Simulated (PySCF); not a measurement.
An unknown is described by computed data only.

Formula: C4H9BF2O.

| Item | Value |
| --- | --- |
| UV, strongest line | among the 10 lowest singlet transitions: S6 at 8.37 eV (148 nm, f = 0.041) [TDDFT CAM-B3LYP/def2-SVPD] |
| Valence photoelectron | vertical ionisation energy: 9.78 eV [ΔSCF CAM-B3LYP/def2-SVPD] |
| Triplet | lowest triplet excitation (Tamm–Dancoff): 6.19 eV [TDA CAM-B3LYP/def2-SVPD] |
| Polarisability | 67.5 au [CAM-B3LYP/def2-SVPD] |
| Rotational structure | rotational constants A, B, C: 3.645, 1.100, 0.967 GHz [PBE0-D3(BJ)/def2-SVP] |
| 1H NMR | chemical shifts (computed TMS as zero) by class: 3.48 (2 H), 3.08 (1 H), 1.06 (6 H) ppm [GIAO KT3/pcSseg-1] |
| Dipole | 1.50 D [CAM-B3LYP/def2-SVPD] |
| Couplings | largest of the computed one-bond spin–spin couplings (means over like bonds): 19F–11B -148.4 (×2), 13C–1H +139.3, 13C–1H +133.4 (×2), 13C–1H +132.9 (×6), 13C–11B +91.4, 13C–13C +41.6 (×2), 17O–13C +23.8, 17O–13C +22.6 Hz [B3LYP/pcJ-1, spin–dipole term left out for some pairs] |
| 13C NMR | chemical shifts (computed TMS as zero) by class: 74.2 (1 C), 52.8 (1 C), 21.1 (2 C) ppm [GIAO KT3/pcSseg-1] |
| UV, first state | lowest singlet excitation: 6.67 eV (186 nm, f = 0.008) [TDDFT CAM-B3LYP/def2-SVPD] |

The electronic properties come from PySCF, for the isolated species, density fitting. Levels stand in brackets. Isolated species at its PBE0-D3(BJ)/def2-SVP geometry (one conformer only). NMR values are class means; diastereotopic atoms form classes of their own.

Task: Give a SMILES that accounts for the data.

Result: Numbering: `[CH3:1][CH:2]([CH3:3])[O:4][CH2:5][B:6]([F:7])[F:8]`. 4 carbons fall into 3 classes; from least to most shielded: sp3 carbon bound to oxygen [C2] (74.2 ppm), sp3 carbon bound to oxygen [C5] (52.8 ppm), methyl carbon [C1/C3] (21.1 ppm, 2 C, up to 6.4 ppm apart in this geometry). Hydrogen classes from least to most shielded: 2 H on an sp3 carbon bound to oxygen, C5 (3.48 ppm), 1 H on an sp3 carbon bound to oxygen, C2 (3.08 ppm), 6 H on 2 methyl carbons, C1/C3 (1.06 ppm, a mean of values up to 1.1 ppm apart in this geometry). The couplings run between: -148.4 Hz, boron-bound fluorine [F7] and three-coordinate boron [B6] (with 1 like pair); +139.3 Hz, sp3 carbon bound to oxygen [C2] and its hydrogen; +133.4 Hz, sp3 carbon bound to oxygen [C5] and its hydrogen (with 1 like pair); +132.9 Hz, methyl carbon [C1] and its hydrogen (with 5 like pairs); +91.4 Hz, sp3 carbon bound to oxygen [C5] and three-coordinate boron [B6]; +41.6 Hz, methyl carbon [C1] and sp3 carbon bound to oxygen [C2] (with 1 like pair); +23.8 Hz, ether oxygen [O4] and sp3 carbon bound to oxygen [C5]; +22.6 Hz, ether oxygen [O4] and sp3 carbon bound to oxygen [C2]. The first electron is taken from the HOMO, whose largest Löwdin shares are 0.55 on the ether oxygen, 0.10 on an sp3 carbon bound to oxygen, 0.07 on an sp3 carbon bound to oxygen and 0.07 on a methyl carbon. The optimised geometry has point group C1 and is an asymmetric top. Structure: `CC(C)OCB(F)F`. The assignments are read from this structure; whether some other isomer fits the data as well wasn't checked.

Conformer computed: `[CH3:1][CH:2]([CH3:3])[O:4][CH2:5][B:6]([F:7])[F:8]`: C1–C2–O4–C5 81°, C2–O4–C5–B6 71°, O4–C5–B6–F7 3°.
